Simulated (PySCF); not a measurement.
Run record: geometry optimisation, m-cymene, `Cc1cccc(C(C)C)c1`.

Computed with PBE0-D3(BJ)/def2-SVP geometry optimisation, gas phase (PySCF 2.14.0). Start geometry: GFN2-xTB. A driver script takes a list of jobs; this job's settings line and coordinates (Å) are shown.

Input:
```
{"job": {"xc": "PBE0", "basis": "def2-SVP", "d3": "d3bj", "grid": 2, "kind": "geom"}, "charge": 0, "multiplicity": 1}
C      2.951364     0.871121     0.967725
C      1.917110     0.068058     0.236863
C      2.292834    -0.998085    -0.570303
C      1.334234    -1.747756    -1.225933
C     -0.007188    -1.440961    -1.081823
C     -0.407256    -0.380869    -0.279367
C     -1.871877    -0.050724    -0.123236
C     -2.311661    -0.207803     1.333846
C     -2.171470     1.360450    -0.632261
C      0.568092     0.362672     0.372083
H      2.626303     1.900842     1.099169
H      3.123784     0.443730     1.956299
H      3.896580     0.864983     0.429583
H      3.340195    -1.239550    -0.684950
H      1.633351    -2.574992    -1.853729
H     -0.750469    -2.032443    -1.597765
H     -2.446707    -0.759753    -0.729513
H     -2.083469    -1.209773     1.691328
H     -1.799057     0.507795     1.972029
H     -3.383367    -0.042663     1.424781
H     -1.658111     2.106434    -0.030717
H     -1.842809     1.467218    -1.663720
H     -3.240230     1.559129    -0.586461
H      0.278089     1.192704     1.000757
```

Question: Estimate the output.

Answer: 
```
step   0  E = -388.77804305  max force = 0.012047
step   1  E = -388.78045084  max force = 0.001652
step   2  E = -388.78047034  max force = 0.000390
step   3  E = -388.78047099  max force = 0.000666
step   4  E = -388.78047455  max force = 0.000208
optimisation converged
```

Energies in Eh; «max force» is the largest Cartesian gradient component in Eh/bohr.

Question: Give the first gradient maximum in eV/Å.

Answer: With 1 Eh/bohr = 51.422 eV/Å, 0.619 eV/Å.

Question: How much energy does the optimisation release, in eV?

Answer: E(step 0) − E(last step) = 0.002432 Eh, which is 0.066 eV.

Summary of the converged run: final energy -388.78047 Eh after 4 steps; dipole 0.36 D.

The run took 1.8 min of wall time on one thread, Arm Neoverse V2 (aarch64), shared host with 32 logical CPUs at a one-minute load of 17, and the process peaked at 0.97 GiB of memory.
Labels such as C1 count atoms from 1, the log's own numbers from 0.
